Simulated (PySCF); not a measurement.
**Magnetisability: `CC(C)[C@H](C)CBr`, C6H13Br**

Cartesian coordinates in Å; atom numbers follow the order of the lines, from 1:
```xyz
20

C     1.0516   -1.6272    0.0384
C     0.6059   -0.2147    0.4202
C     1.8039    0.7311    0.3304
C    -0.5562    0.2779   -0.4645
C    -1.0794    1.6402   -0.0106
C    -1.7115   -0.7142   -0.5294
Br   -2.4444   -1.1364    1.2325
H     1.2827   -1.6840   -1.0243
H     0.2917   -2.3673    0.2754
H     1.9470   -1.8940    0.5950
H     0.2619   -0.2315    1.4601
H     1.5709    1.7113    0.7363
H     2.6374    0.3262    0.8998
H     2.1231    0.8481   -0.7037
H    -0.1872    0.3693   -1.4955
H    -1.3771    1.6034    1.0355
H    -0.3226    2.4093   -0.1284
H    -1.9448    1.9312   -0.6036
H    -1.4152   -1.6657   -0.9649
H    -2.5427   -0.3024   -1.1014
```

Method: PySCF, GIAO PBE0/pcSseg-1 magnetisability, rotational g tensor and spin-rotation constants, non-relativistic, gas phase. Geometry: GFN2-xTB.

The calculation is non-relativistic, which matters for the atoms heavier than Zn.

(1) What are the magnetisability and the molar susceptibility?

(2) Split it along the inertial axes a, b, c into diamagnetic and paramagnetic parts about the centre of mass, with the quadrupole moment.

(3) And the rotational g tensor?

Results:

(1) Isotropic -1745 × 10⁻³⁰ J/T², or -105.1 × 10⁻⁶ cm³/mol; principal values -1781, -1742, -1712 × 10⁻³⁰ J/T², anisotropy 60 × 10⁻³⁰ J/T² (root of half the summed squared differences of the principal values). The susceptibility is in cgs units.

(2) 
```
axis  χ (10⁻⁶ cm³/mol)  diamagnetic (10⁻⁶ cm³/mol)  paramagnetic (10⁻⁶ cm³/mol)  summed x² of all electrons (Å²)  quadrupole Θ (D Å)
   a            -105.9                      -597.9                        492.0                            263.2               -3.04
   b            -104.7                     -1310.1                       1205.4                             95.3               -0.16
   c            -104.6                     -1521.2                       1416.5                             45.6               +3.20
```
Anisotropies 2χaa − χbb − χcc = -2.6 and 2χbb − χaa − χcc = +1.2 × 10⁻⁶ cm³/mol. Θ is traceless in Buckingham's convention.

(3) 
```csv
axis,rotational constant (GHz),g,nuclear part,electronic part
a,2.7645,+0.0047,0.6437,-0.6390
b,0.9779,+0.0003,0.5541,-0.5538
c,0.8456,-0.0005,0.5622,-0.5627
```
Asymmetric top; isotopes 79Br, 12C, 1H; no vibrational averaging.
